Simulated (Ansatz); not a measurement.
Consider the isomerisation: `C#CBN` → `BN=C=C`.

Computed with Ansatz on PBE0-D4/def2-TZVP structures; ΔE is electronic, products minus reactants. CBS: MP2 limit from def2 TZ/QZ plus the TZ coupled-cluster correction, frozen cores. Functionals use def2-TZVPP. One conformer a species, not always the lowest.

`C#CBN`:

```xyz
8

C    -1.312   -1.692    0.424
C    -0.776   -0.637    0.189
B    -0.132    0.716   -0.107
N     1.243    0.817   -0.269
H    -1.788   -2.622    0.632
H    -0.802    1.702   -0.203
H     1.704    1.688   -0.465
H     1.863    0.027   -0.201
```

`BN=C=C`:

```xyz
8

B    -1.461    1.247   -0.295
N    -0.425    0.363   -0.086
C     0.474   -0.404    0.096
C     1.457   -1.244    0.295
H    -1.207    2.410   -0.392
H    -2.572    0.816   -0.372
H     2.474   -0.883    0.368
H     1.258   -2.303    0.387
```

```json
{"level": "LDA (SPW92)", "ΔE (kcal/mol)": "6.8", "difference from CCSD(T)/CBS": "-11.4"}
{"level": "PBE0-D4", "ΔE (kcal/mol)": "10.4", "difference from CCSD(T)/CBS": "-7.8"}
{"level": "BHLYP-D4", "ΔE (kcal/mol)": "13.1", "difference from CCSD(T)/CBS": "-5.1"}
{"level": "CAM-B3LYP-D4", "ΔE (kcal/mol)": "12.5", "difference from CCSD(T)/CBS": "-5.7"}
{"level": "PBE", "ΔE (kcal/mol)": "7.6", "difference from CCSD(T)/CBS": "-10.6"}
{"level": "CAM-B3LYP", "ΔE (kcal/mol)": "12.4", "difference from CCSD(T)/CBS": "-5.8"}
{"level": "HF/def2-TZVPP", "ΔE (kcal/mol)": "15.7", "difference from CCSD(T)/CBS": "-2.5"}
{"level": "CCSD/def2-TZVPP", "ΔE (kcal/mol)": "17.7", "difference from CCSD(T)/CBS": "-0.5"}
{"level": "MP2/CBS(def2)", "ΔE (kcal/mol)": "20.1", "difference from CCSD(T)/CBS": "1.9"}
{"level": "CCSD/CBS(def2)", "ΔE (kcal/mol)": "18.8", "difference from CCSD(T)/CBS": "0.6"}
{"level": "CCSD(T)/CBS", "ΔE (kcal/mol)": "18.2", "difference from CCSD(T)/CBS": "0"}
```

Largest T1 diagnostic among the species: 0.017.

From BLYP to BHLYP (50 % exact exchange), in def2-TZVPP and without D4, ΔE moves by +5.0 kcal/mol. In def2-TZVPP, CCSD(T) changes the Hartree–Fock value by +1.4 kcal/mol (the triples alone add −0.6 kcal/mol) and MP2 by +3.3 kcal/mol.
